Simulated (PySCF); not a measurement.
## Hf: excitation energy

Hf [Xe] 4f14 5d2 6s2 (3F) → Hf [Xe] 4f14 5d3 6s1 (5F), as a difference of total energies. Calculation: PySCF 2.14, in aug-cc-pVDZ-PP with ECP60MDF (5s5p4d2f, 54 functions); scalar relativity through the core potential. Correlated levels: valence: 5s2 5p6 frozen. The calculations carry no spin-orbit coupling.

```tsv
method	excitation energy (cm⁻¹)
UHF	7346.7
MP2 (valence)	11916
SCS-MP2 (valence)	15462
CCSD (valence)	12962
CCSD(T) (valence)	13413
```
